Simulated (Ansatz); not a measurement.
Cu₂H₄, relaxed as a singlet with RKS r2SCAN-D4/def2-TZVP in Ansatz, starting from the GFN2-xTB geometry. Force threshold 0.02 eV/Å.

In the singlet, H3 and H6 lie 0.80 Å apart (atoms count from 1), so H2 has formed as a molecule. The structure comes from a short search, and lower isomers may exist.

Start:

```
atom   x (Å)   y (Å)   z (Å)
 Cu1  -0.903  -0.106  -1.350
 Cu2   0.675  -0.044   1.067
  H3   1.418  -0.012   2.442
  H4  -1.852   0.078  -2.494
  H5  -0.864   1.213  -0.729
  H6   1.526  -1.129   1.065
```

(1) Estimate the energy that the relaxation releases and the steps that it takes.

(2) Does the start keep its bonding and symmetry?

(3) Predict the relaxed structure.

## Answers

(1) 334.2 kJ/mol, in 13 steps; 25 s on 4 threads of Intel Xeon Platinum 8259CL on a shared host. No frequencies were taken in this run, so the end may be a saddle point.

(2) Bonds formed: Cu2–H5 (atoms count from 1).

(3) 
```xyz
6

Cu   -1.039    0.389   -1.262
Cu    0.359    0.182    0.590
H     1.391   -0.365    1.766
H    -1.481   -0.557   -2.343
H    -0.501    1.353   -0.040
H     1.271   -1.002    1.289
```
Bond lengths (bridged metal pairs left out): 5 × Cu–H 1.50 to 1.66 Å.
